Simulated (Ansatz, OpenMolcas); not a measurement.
# Worked example: the enthalpy of formation of CaH (SMILES [CaH])

The species is CaH (2 atoms), meant as a doublet with charge 0. SMILES: `[CaH]`. The shape is that of a PBE0-D4/def2-TZVP optimisation.

```xyz
2

Ca    0.0000    0.0000    0.0200
H     0.0000    0.0000    2.0098
```

Total energies at U-r2SCAN/def2-TZVPP (OpenMolcas 26.06); the atoms run unrestricted:

| species | state | energy (Eh) |
| --- | --- | --- |
| CaH | doublet | -678.085578 |
| Ca | singlet | -677.505490 |
| H | doublet | -0.499927 |

Harmonic wavenumbers at UPBE0-D4/def2-TZVP, in cm⁻¹: 1303.

Measured heats of formation of the gaseous atoms at 298.15 K, in kJ/mol: Ca 177.8, H 218.0. Take 1 Eh = 2625.50 kJ/mol, 1 cm⁻¹ = 0.0119627 kJ/mol, RT = 2.479 kJ/mol.

Question: Work out the heat of formation of the gas at 298 K.

Answer: 
1. Electronic atomisation energy: (-677.505490) + (-0.499927) − (-678.085578) = 0.080161 Eh = 210.5 kJ/mol.
2. Zero-point energy: half the sum of the wavenumbers, 651.5 cm⁻¹ = 7.8 kJ/mol.
3. Thermal vibrational enthalpy, Σ hcν̃/(exp(hcν̃/kT) − 1): 0.0 kJ/mol. Translation, rotation and pV of a linear molecule: 3.5 RT = 8.7 kJ/mol.
4. The 2 free atoms carry 5/2 RT each: 12.4 kJ/mol.
5. Atomisation enthalpy at 298 K: 210.5 − 7.8 − 0.0 − 8.7 + 12.4 = 206.4 kJ/mol.
6. Sum of the atoms' heats of formation: 395.8 kJ/mol. Heat of formation: 395.8 − 206.4 = +189.4 kJ/mol.

No measured value is set beside it here. Anharmonicity and any spin-orbit splitting of the molecule are left out.
